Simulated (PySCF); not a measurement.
GeH3Cl, SMILES [Cl][GeH3].

The structure is a stationary point at PBE0-D3(BJ)/def2-TZVP.

Method: HF/def2-TZVPD (PySCF).

Symmetry labels are those of the subgroup Cs that the program uses (full group C3v).

Computed valence orbital energies around the gap with their symmetry:
| orbital | symmetry | energy (eV) |
|---|---|---|
| HOMO−7 | A" | -45.35 |
| HOMO−6 | A' | -29.39 |
| HOMO−5 | A' | -20.14 |
| HOMO−4 | A' | -14.11 |
| HOMO−3 | A" | -14.11 |
| HOMO−2 | A' | -13.80 |
| HOMO−1 | A' | -12.07 |
| HOMO | A" | -12.07 |
| LUMO | A' | 1.92 |
| LUMO+1 | A' | 1.96 |
| LUMO+2 | A' | 2.51 |
| LUMO+3 | A" | 2.51 |
